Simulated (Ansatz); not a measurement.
B2FH5Sn, SMILES `[BH2][SnH2][BH]F`. Total charge 0; spin multiplicity 1. Sn takes the def2 core potential. The geometry is a stationary point of PBE0-D4/def2-TZVP. It is one conformer, not always the lowest.

```xyz
9

B     0.045   -0.563    1.836
Sn    0.152   -0.694   -0.396
B    -0.261    1.355   -1.298
F     0.741    2.185   -1.507
H     1.025   -0.341    2.480
H    -1.001   -0.669    2.403
H    -1.026   -1.776   -1.007
H     1.683   -1.247   -0.923
H    -1.358    1.751   -1.589
```

(1) What is the dipole moment at ωB97M-V/def2-TZVPP? (An estimate is asked.)

(2) And with PBE, r2SCAN, B3LYP? (An estimate is asked.)

(3) Give the Mulliken charges with ωB97M-V, B3LYP, r2SCAN in def2-TZVPP. (Best estimate.)

Results:

(1) Computed: 0.79 D, with components (-0.56, 0.13, 0.54) D in this frame, pointing from negative to positive charge.

(2) Computed: PBE 0.64 D, r2SCAN 0.72 D, B3LYP 0.78 D.

(3) Ansatz gave: 
```
atom  ωB97M-V  B3LYP  r2SCAN
  B1    -0.24  -0.21   -0.16
 Sn2     0.24   0.40    0.42
  B3     0.13   0.14    0.17
  F4    -0.19  -0.19   -0.21
  H5     0.10   0.06    0.02
  H6     0.09   0.06    0.02
  H7    -0.09  -0.14   -0.13
  H8    -0.09  -0.13   -0.13
  H9     0.04   0.01   -0.03
```

B3LYP here is the variant with VWN-RPA as its local correlation; programs differ in this.
